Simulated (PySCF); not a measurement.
Species: 1,2-benzenedithiol, C6H6S2.
Structure used (GFN2-xTB), in Å, numbered top down from 1:
```
atom  x, y, z in Å
S1     2.5290   -0.8053    0.3352
C2     0.8282   -0.3398    0.1269
C3    -0.1813   -1.2584    0.3837
C4    -1.5092   -0.9134    0.2185
C5    -1.8449    0.3601   -0.2107
C6    -0.8484    1.2814   -0.4642
C7     0.4907    0.9468   -0.2967
S8     1.6791    2.2073   -0.6471
H9     2.2750   -2.0395    0.7595
H10    0.0778   -2.2539    0.7157
H11   -2.2774   -1.6426    0.4245
H12   -2.8794    0.6363   -0.3434
H13   -1.0907    2.2788   -0.7981
H14    2.7508    1.5417   -0.2261
```

Method: TDDFT PBE0/def2-SVPD, vertical, gas phase, core orbitals frozen in the response (PySCF).

Kohn–Sham orbitals with the atoms that hold most of them (Löwdin shares over 4%, at most four atoms; ? is withheld):

| orbital | ε (eV) | atoms |
| --- | --- | --- |
| HOMO-3 | -8.96 | S1 20%, C5 19%, C4 17%, C2 11% |
| HOMO-2 | -8.74 | S8 24%, C7 16%, S1 14%, C3 11% |
| HOMO-1 | -6.95 | ? |
| HOMO | -6.36 | S8 28%, S1 18%, C7 14%, C2 12% |
| LUMO | -0.65 | ? |
| LUMO+1 | -0.47 | C7 18%, C4 18%, C5 16%, C2 16% |
| LUMO+2 | -0.37 | S1 33%, S8 23%, H9 14%, H14 7% |

Task: Give the leading atoms of the LUMO.

Result: C3 (bonded to 2 C and H) 21%; C6 (bonded to 2 C and H) 21%; C2 (bonded to 2 C and S) 12%; C5 (bonded to 2 C and H) 11%.

Task: Which atoms hold the HOMO-1, and with what shares?

Result: S1 (bonded to C and H) 23%; S8 (bonded to C and H) 16%; C3 (bonded to 2 C and H) 16%; C6 (bonded to 2 C and H) 15%. By element: sulfur 38%, carbon 31% or more.

Task: How does S1 compare with the orbital gap of 5.72 eV?

Result: S1 is at 4.65 eV (f = 0.023), 1.06 eV below the gap, made of HOMO→LUMO (65%), HOMO→LUMO+2 (21%), HOMO-1→LUMO+1 (12%). Without the coupling terms of the response equations the lowest excitation would equal the gap.

Task: Give energy, strength and leading configuration of S3 and S6, and follow the Löwdin shares of the leading atoms from the occupied to the empty orbital.

Result: 
- S3 (5.17 eV, f 0.108), HOMO→LUMO+1 (79%): S8 28% → at most 16%, S1 18% → at most 16%, C7 14% → 18%, C4 at most 13% → 18%
- S6 (5.62 eV, f 0.082), HOMO-1→LUMO (77%): S1 23% → at most 12%, S8 16% → at most 12%, C3 16% → 21%, C6 15% → 21%

Löwdin shares depend on the basis, the more so with diffuse functions.

One conformer stands for the species.
